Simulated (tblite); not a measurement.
Species: C3H7FOSi.
Bonds: C1–C2 (double), C2–C3, C3–F4, C2–Si5, Si5–O6. Hydrogens: H7, H8 on C1; H9, H10 on C3; H11, H12 on Si5; H13 on O6.

Computed with GFN2-xTB (tblite), gas phase: Langevin dynamics at 600 K from the optimised GFN2-xTB geometry, time step 0.5 fs, friction 0.01 fs⁻¹, 2000 steps. The instantaneous temperature is 2·E(kin)/(3Nk) with all 3N coordinates.

```tsv
t (fs)	T (K)	E(pot) above start (eV)	C1=C2 (Å)	C2–C3 (Å)	C3–F4 (Å)	C2–Si5 (Å)	Si5–O6 (Å)	C1–H7 (Å)	C1–C2–C3–F4 (°)
0	500	0.000	1.324	1.500	1.383	1.902	1.619	1.076	-147
50	480	0.646	1.330	1.593	1.387	1.957	1.673	1.146	-137
100	568	0.808	1.272	1.550	1.375	1.957	1.612	1.021	-119
150	482	0.823	1.331	1.487	1.402	1.961	1.620	1.145	-97
200	766	0.994	1.315	1.472	1.385	1.994	1.676	1.063	-87
250	569	1.208	1.303	1.521	1.412	1.950	1.651	1.061	-110
300	549	1.220	1.349	1.583	1.408	2.005	1.670	1.086	-108
350	657	0.486	1.318	1.555	1.343	1.884	1.607	1.067	-128
400	712	0.848	1.364	1.459	1.452	1.956	1.568	1.092	-143
450	648	1.023	1.353	1.539	1.378	2.028	1.704	1.113	-145
500	507	0.811	1.313	1.508	1.380	1.956	1.572	1.044	-137
550	615	0.852	1.333	1.444	1.423	1.921	1.590	1.171	-124
600	775	0.716	1.317	1.587	1.434	1.846	1.644	1.090	-103
650	763	0.701	1.338	1.450	1.368	1.896	1.628	1.083	-107
700	758	1.321	1.310	1.548	1.476	1.875	1.596	1.127	-48
750	777	1.365	1.360	1.529	1.363	1.853	1.620	1.032	-13
800	858	0.542	1.330	1.529	1.371	1.899	1.641	1.179	15
850	723	0.701	1.327	1.488	1.383	1.935	1.564	1.034	60
900	547	0.917	1.363	1.463	1.403	1.935	1.683	1.079	87
950	647	1.067	1.295	1.538	1.421	1.855	1.683	1.090	112
1000	576	0.955	1.353	1.571	1.357	1.930	1.584	1.088	126
```

Q: From 500 fs on, how do temperature and potential energy compare with equipartition?

A: The mean temperature of these 11 frames is 686 K against the target 600 K, and the mean potential energy 0.90 eV against 33 × kT/2 = 0.85 eV for 33 classical harmonic modes. For 13 atoms in a canonical ensemble the temperature itself scatters by T·√(2/(3N)) = 136 K; here its standard deviation is 108 K. The whole run lasts only 10 friction times of 100 fs, so these averages carry a wide statistical error.

Q: What are the kinetic and total energies of the listed frame with the highest potential energy?

A: The one at 750 fs, 1.365 eV above the start. Its kinetic energy is 3NkT/2 = 1.305 eV at 777 K, so the sum is 2.67 eV; over the listed frames the sum runs from 0.84 to 2.67 eV, since the thermostat adds and removes energy.

Q: How much do the listed bonds fluctuate from 500 fs on?

A: 
| bond | at the start (Å) | mean (Å) | standard deviation (Å) |
| --- | --- | --- | --- |
| C1=C2 | 1.324 | 1.331 | 0.020 |
| C2–C3 | 1.500 | 1.514 | 0.046 |
| C3–F4 | 1.383 | 1.398 | 0.035 |
| C2–Si5 | 1.902 | 1.900 | 0.037 |
| Si5–O6 | 1.619 | 1.619 | 0.040 |
| C1–H7 | 1.076 | 1.093 | 0.047 |

The motion is classical and holds no zero-point motion.

The cost below is that of the whole dynamics run. On an Arm Neoverse V1 with one thread (shared host), this took 10 s wall and 0.19 GiB of memory at its peak.
